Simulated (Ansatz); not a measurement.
Ga₁₀As₁₀H₂₈, a nanocrystal cut from zinc blende GaAs (hydrogen-capped), relaxed as a singlet with RKS r2SCAN-D4/def2-SVP in Ansatz, starting from a model built from a lattice or polyhedron. Force threshold 0.03 eV/Å.

Single mean-field runs in def2-SVP are fitted with def2-universal-jkfit.

Start:

```xyz
48

Ga    0.1717   -2.6132   -3.7051
Ga    2.8491    3.2820   -1.2928
Ga   -0.2914    3.7035    1.1552
Ga   -2.9627   -2.1863   -1.2696
Ga   -3.2087    0.9723    1.1499
Ga   -0.0703    0.5566   -1.2671
Ga    2.6377   -2.3034   -0.5968
Ga    2.4182    0.8316    1.8522
Ga   -0.4988   -1.8675    1.8088
Ga   -0.7308    1.2628    4.2840
As    1.5466    1.7699   -2.6384
As   -1.3443   -0.9988   -2.6338
As    1.3551   -3.8311   -1.9861
As   -1.5924    2.1832   -0.2315
As    4.0228    2.0589    0.4576
As    0.8777    2.4600    2.8985
As   -4.4850   -0.5899   -0.2181
As   -1.7937   -3.4516    0.4500
As   -2.0074   -0.2647    2.9112
As    1.1142   -0.6786    0.4579
H    -0.6561   -3.5800   -4.5884
H     1.1826   -1.8552   -4.6051
H     3.8352    4.0389   -2.1501
H     1.8796    4.2929   -0.6122
H    -1.2482    4.7130    1.8096
H     0.6989    4.4718    0.2954
H    -3.7674   -3.1550   -2.1515
H    -4.1757    2.0087    1.8180
H     3.6445   -1.5628   -1.4475
H     3.3874   -3.1013    0.5100
H     3.1450    0.0607    2.9584
H     0.2090   -2.6948    2.9398
H    -1.7112    2.2791    4.9432
H     0.0226    0.4881    5.3878
H     0.8384    2.5172   -3.7443
H     2.4758    0.7641   -3.3155
H    -2.0984   -0.2092   -3.7209
H     2.3065   -4.8511   -2.6222
H     0.3335   -4.5959   -1.1120
H    -2.3081    2.9590   -1.3023
H     4.7836    3.0335    1.3400
H     4.9494    1.0092   -0.1773
H     1.6734    3.4116    3.7431
H    -5.2143    0.2049   -1.3151
H    -5.4969   -1.3240    0.6297
H    -2.8064   -4.1773    1.3113
H    -0.8599   -4.4216   -0.1921
H    -3.0300   -1.0198    3.7844
```

```csv
step,energy (eV),largest force component (eV/Å),SCF passes
1,-1132517.8567,1.147,20
2,-1132519.8416,0.520,25
3,-1132520.3064,0.181,20
4,-1132520.4608,0.151,20
5,-1132520.5376,0.166,20
6,-1132520.5869,0.069,19
7,-1132520.6117,0.140,20
8,-1132520.6274,0.198,19
9,-1132520.6368,0.122,19
10,-1132520.6483,0.100,20
11,-1132520.6547,0.239,19
12,-1132520.6621,0.253,19
13,-1132520.6692,0.202,19
14,-1132520.6744,0.140,19
15,-1132520.6785,0.100,19
16,-1132520.6823,0.096,19
17,-1132520.6855,0.081,19
18,-1132520.6873,0.095,20
19,-1132520.6894,0.072,19
20 (rejected),-1132520.6888,0.103,19
21,-1132520.6910,0.047,20
22,-1132520.6916,0.041,20
23,-1132520.6920,0.034,19
24,-1132520.6923,0.020,20
```

Force components are those of the run's own axes.

End:

```xyz
48

Ga    0.0745   -2.4608   -4.0499
Ga    3.5502    2.8215   -1.8123
Ga   -0.1942    3.8613    1.1238
Ga   -3.1198   -2.3526   -1.3876
Ga   -3.3282    1.0100    1.4134
Ga   -0.2171    0.4742   -1.0438
Ga    2.9066   -1.9201   -0.5749
Ga    2.2394    0.7975    2.1013
Ga   -0.4551   -1.9871    2.0740
Ga   -0.9230    1.3170    4.5931
As    1.4251    1.6453   -2.4824
As   -1.3888   -1.0843   -2.5532
As    1.6990   -3.2559   -2.3252
As   -1.6533    2.1293    0.0182
As    3.7431    2.0996    0.5722
As    0.6147    2.4011    2.9560
As   -4.4054   -0.6267   -0.1570
As   -1.8848   -3.3537    0.5127
As   -1.9985   -0.3042    2.9867
As    1.0560   -0.7702    0.6036
H    -0.7600   -3.6752   -4.5717
H     0.8597   -1.4641   -4.9660
H     4.6846    2.1130   -2.6173
H     3.2141    4.3439   -1.8337
H    -1.1021    5.0223    1.6385
H     0.9842    4.0675    0.1003
H    -4.0025   -3.3523   -2.1953
H    -4.4476    1.9068    2.0281
H     3.6318   -0.7793   -1.3827
H     3.6530   -2.9242    0.3605
H     3.1320    0.0370    3.1379
H     0.1651   -2.9533    3.1312
H    -2.0521    2.3197    5.0044
H    -0.0713    0.4758    5.6005
H     0.5933    2.5737   -3.3392
H     1.7458    0.6310   -3.5558
H    -2.2038   -0.1928   -3.4676
H     2.7364   -4.0392   -3.0987
H     1.0698   -4.4475   -1.6374
H    -2.4290    2.7551   -1.1228
H     4.0863    3.3491    1.3506
H     5.0947    1.4334    0.6879
H     1.4787    3.3093    3.8066
H    -5.2099    0.1200   -1.1964
H    -5.5677   -1.3070    0.5318
H    -2.8919   -4.1581    1.3028
H    -1.1032   -4.5218   -0.0429
H    -3.0290   -1.0837    3.7775
```

By distances, no bond broke or formed. The bond that changes most is Ga2–As11, from 2.41 to 2.52 Å (atoms count from 1).

No frequencies were taken in this run, so the end may be a saddle point.

It took 92 s on 11 threads of AMD EPYC 7R13 on a shared host and a whole NVIDIA H100 80GB HBM3, peak host memory 1.7 GiB.
